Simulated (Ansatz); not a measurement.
Frontier orbitals of CH6BFGe (`C[B](F)[GeH3]`).

```xyz
10

C     0.2937   -1.5917   -0.0495
B    -0.6230   -0.3504    0.1445
F    -1.9082   -0.5287    0.4314
Ge    0.0222    1.6300   -0.0191
H     1.1500   -1.5367    0.6322
H    -0.2212   -2.5434    0.0973
H     0.7300   -1.5735   -1.0552
H    -0.7536    2.3740   -1.1221
H     1.5217    1.7241   -0.3559
H    -0.2115    2.3962    1.2964
```

Total charge 0; spin multiplicity 1. Correlated methods include outer-core shells of Ge, which these sets cover unevenly. Scalar relativity is left out up to krypton. The geometry is a stationary point of PBE0-D4/def2-TZVP. Basis def2-TZVPP, the Gaussian-basis code of Ansatz.

Orbital energies of one run (eV). Highest occupied ones, from the top: -9.25, -10.80, -10.85, -12.33, -12.96, -13.43, -14.78, -14.84, -16.79, -17.68, -21.75, -34.51, -34.51, -34.54. Empty: 0.04, 1.39, 2.23, 2.65, 2.87, 3.16.

(1) Which functional gave them?
A. ωB97M-V
B. PBE
C. CAM-B3LYP
D. B3LYP

## Answers

(1) C. HOMO energies: CAM-B3LYP -9.25, ωB97M-V -10.04, PBE -6.62, B3LYP -7.70 eV.

B3LYP here is the variant with VWN-RPA as its local correlation; programs differ in this.
